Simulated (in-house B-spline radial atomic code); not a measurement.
The nickel ion Ni⁵⁺: [Ar] 3d4 6p1 (an excited or competing configuration)

Level of theory: Dirac-Hartree-Fock, average of configuration, Fermi nucleus of rms radius 3.7757 fm; calculated with a B-spline radial code for spherical atoms.

Z_r = [3n² - l(l+1)]/(2<r>); Z_e = n√(-2ε); the last column is Slater's effective charge. Values are occupation-weighted means over j.

```
shell  electrons   ε (eV)  <r> (bohr)    Z_r    Z_e  Slater
   1s          2  -8522.8     0.05406  27.74  25.03   27.70
   2s          2  -1170.3      0.2433  24.66  18.55   23.85
   2p          6  -1019.2      0.2147  23.29  17.31   23.85
   3s          2     -244      0.7097  19.02  12.70   16.75
   3p          6  -195.56      0.7313  17.09  11.37   16.75
   3d          4  -126.68      0.7554  13.90   9.15    8.95
   6p          1  -20.117       5.966   8.88   7.30    6.00
```

The least bound orbital is 6p3/2 at -20.09 eV, and it is also the most diffuse (<r> = 5.973 bohr).

Spin-orbit splittings of the orbital energies (j = l + 1/2 above j = l - 1/2 when positive): 2p 17.71 eV, 3p 2.611 eV, 3d 0.3403 eV, 6p 0.07378 eV.

For the 1s electron the small component carries 1.02 % of the norm, the zero-frequency Breit interaction raises the level by 10.62 eV, self-energy by 5.314 eV, and vacuum polarisation lowers it by 0.4727 eV.
